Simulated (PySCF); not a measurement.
Si(F)(H)2(SH), SMILES F[SiH2]S (B3LYP/def2-SVP optimised geometry):

```
6

Si    -0.830    -0.299     0.000
F     -1.267    -1.027    -1.384
S      1.320    -0.299     0.000
H     -1.388     1.079     0.000
H     -1.390    -1.079     1.135
H      1.390     0.349     1.188
```

Computed with B3LYP/def2-TZVP run with PySCF 2.14.0.

Q: What are the frontier orbital energies and the dipole moment?

A: HOMO-2 -9.91 eV, HOMO-1 -9.28 eV, HOMO -7.50 eV, LUMO -0.56 eV, LUMO+1 -0.01 eV; dipole moment 2.08 D.

On the same geometry PBE/def2-TZVP (PySCF 2.14.0) gives HOMO-2 -8.60 eV, HOMO-1 -8.23 eV, HOMO -6.50 eV, LUMO -1.26 eV, LUMO+1 -0.64 eV; dipole moment 1.98 D.

Meta-Löwdin charges at B3LYP/def2-TZVP: Si1 0.93, F2 -0.50, S3 -0.30, H4 -0.12, H5 -0.12, H6 0.11.
